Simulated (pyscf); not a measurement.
This saddle point was located with ωB97X-D3(BJ)/def2-SVP in PySCF.

```
C
H 1 1.1005
H 1 1.1017 2 113.60
Si 1 1.7795 2 115.31 3 176.84
H 4 1.5574 1 68.44 2 68.22
Cl 4 2.0930 5 110.29 1 -100.84
```
Charge 0, spin multiplicity 1.

Surface: singlet, charge 0. Lowest wavenumbers (cm⁻¹): 1043i, 216, 495, 518, 712.

Q: Name the species on either side of this saddle.

A: H₃C–Si:–Cl [singlet] <-> H₂C=SiH–Cl, a hydrogen shift read from left to right: C–H broken and H–Si formed. At CCSD(T)/def2-TZVPP + ΔMP2(QZVPP) it lies +1.93 eV from the left side and +1.45 eV from the right (each side as separated species at their lowest minima found). This is the saddle that the search found; another between the same sides may lie lower. The CCSD(T) − MP2 part came from Ansatz, without density fitting, on the same reference. The largest closed-shell T1 diagnostic is 0.031, which may signal static correlation.
